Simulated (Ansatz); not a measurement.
Molecule: sum formula BOCl, net charge 1, doublet state. 
Geometry from a B3LYP-D3(BJ)/def2-TZVP (Ansatz, a first-principles code) optimisation:
```
B
O 1 1.2835
Cl 1 1.6206 2 180.00
```
Charge +1, spin multiplicity 2.

Parts of the frozen-core correlation energy in cc-pV(Q+d)Z (Ansatz, hartree). Frozen orbitals: 7; correlated occupied orbitals by spin: 8 and 7; virtual: 159 and 160. UHF or UKS for open shells. No spin-orbit coupling. No relativistic terms.

| term | value |
|---|---|
| reference (HF) | -558.80126 |
| MP2 opposite-spin | … |
| MP2 same-spin | -0.11354 |
| CCSD correlation | … |
| (T) | … |
| T1 diagnostic | 0.027 |
| largest doubles amplitude | 0.048 |
| <S^2> of the reference | 0.760 |

**Question.** Complete the blanks.

**Answer.** 
- MP2 opposite-spin, value: -0.36020
- CCSD correlation, value: -0.50005
- (T), value: -0.02305
